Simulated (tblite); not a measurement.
Compound: C2H5F3O2Si2.
Geometry (GFN2-xTB, Å), atoms numbered from 1 in this order:
```
atom  x, y, z in Å
F1    -2.7173   -0.5133    0.6296
C2    -1.4494   -0.8164    0.9989
F3    -1.1655   -0.0097    2.0543
C4    -0.4906   -0.5594   -0.1495
O5     0.7676   -1.1062    0.1960
Si6    1.9576   -0.0629    0.5491
F7     3.2081   -0.4308   -0.3665
O8     1.3264    1.3539    0.0383
Si9   -0.2190    1.3371   -0.4793
H10   -1.4308   -1.8539    1.3651
H11   -0.8688   -1.1188   -1.0110
H12    2.3303    0.0173    1.9325
H13   -0.2456    1.5947   -1.9114
H14   -1.0037    2.1680    0.4118
```

Level: GFN2-xTB in tblite, geometry and Hessian alike; calculated harmonic values, unscaled, isolated species. This tight-binding method is rough: wavenumbers can miss measured ones by several per cent, in bad cases by 10 to 20. Modes of hydrogen on silicon can be 10 to 20 % off. One conformer, not necessarily the lowest.

Harmonic wavenumbers (cm⁻¹): 47.0, 69.9, 89.8, 156.4, 177.8, 224.5, 275.3, 351.8, 403.7, 461.5, 495.2, 534.6, 565.7, 589.4, 607.9, 648.8, 676.9, 712.8, 750.3, 784.2, 842.2, 894.9, 946.2, 955.9, 1042.0, 1102.9, 1113.5, 1176.2, 1243.6, 1269.4, 1284.5, 2341.2, 2397.3, 2518.9, 2903.4, 2928.3.

A = 2326, B = 810.4, C = 718.4 MHz; mass 173.978 u (most abundant isotopes); point group C1, symmetry number 1.

Question: What is the zero-point energy?

Answer: ½Σν̃ = 16792 cm⁻¹ = 48.01 kcal/mol.

Question: Entropy at 350 K, 1 bar (ideal gas, RRHO, classical rotation)?

Answer: Translation 42.19, rotation 30.33, vibration 34.37: S = 106.9 cal/(mol K).

Question: And Cp and H(350 K) − H(0)?

Answer: Cp = 43.16 cal/(mol K), of which vibrations give 35.21 (their classical limit is 36 R = 71.5); H(350 K) − H(0) = 9.10 kcal/mol without the zero-point energy, 6.31 from vibrations.

Question: Which modes carry the vibrational entropy at 350 K?

Answer: 47.0 cm⁻¹: 5.26; 69.9 cm⁻¹: 4.47; 89.8 cm⁻¹: 3.98; 156.4 cm⁻¹: 2.90; 177.8 cm⁻¹: 2.65; 224.5 cm⁻¹: 2.22 cal/(mol K); the other 30 give 12.89 together.

Question: Blend soft modes into free rotors: weight 1/[1 + (100 cm⁻¹/ν̃)⁴] for the oscillator and the rest for a rotor with moment μB/(μ + B), μ = h/(8π²ν), B = 10⁻⁴⁴ kg m². What vibrational entropy results?

Answer: 31.48 cal/(mol K) in place of 34.37, which changes −T·S at 350 K by +1.01 kcal/mol.

Question: How do the functions run with temperature in this model?

Answer: 
```csv
T (K),S (cal/(mol K)),Cp (cal/(mol K)),H − H(0) (kcal/mol),G − H(0) (kcal/mol),ln q(vib)
150,79.5,23.4,2.34,-9.58,3.03
250,93.9,34.0,5.22,-18.26,5.62
298.15,100.3,38.7,6.97,-22.94,6.87
400,112.9,46.9,11.35,-33.81,9.51
600,134.1,57.3,21.86,-58.58,14.48
900,159.1,65.7,40.43,-102.72,21.16
```

q(vib) and H(0) count from the zero-point level.

Hindered rotation and anharmonicity are outside this model. Other conformers, if any are populated, would add a mixing term that is left out. The structure is chiral; the term R ln 2 for an equal mix with its mirror image is left out.
